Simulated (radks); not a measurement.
The numbers below are computed, except where a source is named.
Problem. La+, 56 electrons, occupied as [Xe] 5d2. Code: a radial shooting solver on a logarithmic mesh with Libxc functionals. Model: Dirac Kohn-Sham, PBE, spin-unpolarised, spherical densities, finite nucleus; open shells are shared between the two j in proportion to 2j + 1; Fermi nuclear charge, rms radius 4.855 fm. Some entries of the table are withheld. Estimate them.

| orbital | occ. | eigenvalue (hartree) | <r> (bohr) |
|---|---|---|---|
| 1s1/2 | 2 | -1422.909 | (1) |
| 2s1/2 | 2 | -226.5385 | 0.1070 |
| 2p1/2 | 2 | -213.6647 | (2) |
| 2p3/2 | 4 | -198.4827 | (3) |
| 3s1/2 | 2 | -48.56187 | 0.2848 |
| 3p1/2 | 2 | -43.13265 | 0.2747 |
| 3p3/2 | 4 | -40.17371 | 0.2867 |
| 3d3/2 | 4 | -30.66191 | 0.2577 |
| 3d5/2 | 6 | -30.02891 | 0.2615 |
| 4s1/2 | 2 | -9.91629 | (4) |
| 4p1/2 | 2 | -7.91827 | (5) |
| 4p3/2 | 4 | -7.28888 | (6) |
| 4d3/2 | 4 | -4.01293 | 0.7620 |
| 4d5/2 | 6 | -3.90364 | 0.7716 |
| 5s1/2 | 2 | -1.56777 | 1.564 |
| 5p1/2 | 2 | -1.02997 | 1.760 |
| 5p3/2 | 4 | -0.93939 | 1.841 |
| 5d3/2 | 0.8 | (7) | (8) |
| 5d5/2 | 1.2 | (9) | (10) |

Solution. 
(1) 1s1/2 <r> (bohr): 0.02507
(2) 2p1/2 <r> (bohr): 0.08991
(3) 2p3/2 <r> (bohr): 0.09601
(4) 4s1/2 <r> (bohr): 0.6542
(5) 4p1/2 <r> (bohr): 0.6746
(6) 4p3/2 <r> (bohr): 0.7015
(7) 5d3/2 eigenvalue (hartree): -0.26766
(8) 5d3/2 <r> (bohr): 2.865
(9) 5d5/2 eigenvalue (hartree): -0.26059
(10) 5d5/2 <r> (bohr): 2.918
